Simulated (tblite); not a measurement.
Compound: C10H10.
Geometry (GFN2-xTB, Å), atoms numbered from 1 in this order:
```
atom  x, y, z in Å
C1     4.6079    0.0203   -0.1207
C2     3.1626    0.0136   -0.1202
C3     1.9599    0.0082   -0.1178
C4     0.5443    0.0020   -0.1125
C5    -0.1561   -1.1391    0.2777
C6    -1.5366   -1.1392    0.2782
C7    -2.2540   -0.0123   -0.1074
C8    -3.7523   -0.0146   -0.0855
C9    -1.5498    1.1227   -0.4929
C10   -0.1693    1.1366   -0.4974
H11    4.9775    0.8257    0.5146
H12    4.9807    0.1733   -1.1338
H13    4.9878   -0.9294    0.2561
H14    0.3910   -2.0214    0.5778
H15   -2.0687   -2.0302    0.5811
H16   -4.1527    0.6640   -0.8354
H17   -4.1413   -1.0137   -0.2692
H18   -4.1124    0.3124    0.8910
H19   -2.0919    2.0078   -0.7955
H20    0.3681    2.0241   -0.7998
```

Computed values, GFN2-xTB/tblite, gas phase, harmonic and unscaled. Against measured fundamentals such values can be off by several per cent, at times by over 20. The optimisation stopped once no atom felt more than 0.01 eV/Å.

Lowest wavenumbers of the output (negative numbers stand for imaginary wavenumbers):
```
mode    cm-1
  1     -22.9
  2     -11.2
  3      66.0
  4      78.5
  5     179.1
  6     261.1
  7     280.8
  8     329.7
```

Task: Is this structure a minimum?

Result: Not by this Hessian. 1 mode is imaginary beyond 20i (23i cm⁻¹), and 1 more slightly so (11.2i). The curvature is small, so loose convergence or finite differences may be the whole cause.

Task: Which atoms move in the imaginary modes?

Result: 23i: H18 (methyl hydrogen) 36 %, H17 (methyl hydrogen) 30 %, H16 (methyl hydrogen) 30 %; 11i: H11 (methyl hydrogen) 32 %, H12 (methyl hydrogen) 32 %, H13 (methyl hydrogen) 32 %. These are shares of the mass-weighted motion.

Task: What is the remedy?

Result: Step along such a mode in both directions, optimise again with tighter thresholds and repeat the frequencies. The zero-point energy of this point (101.0 kcal/mol) counts the 52 real modes alone, and thermal corrections from it aren't those of a minimum.

Hardware: one thread, Arm Neoverse V1 (aarch64), no GPU, shared host. Cost: 0.79 s of wall time. The figure is for the frequency step alone.
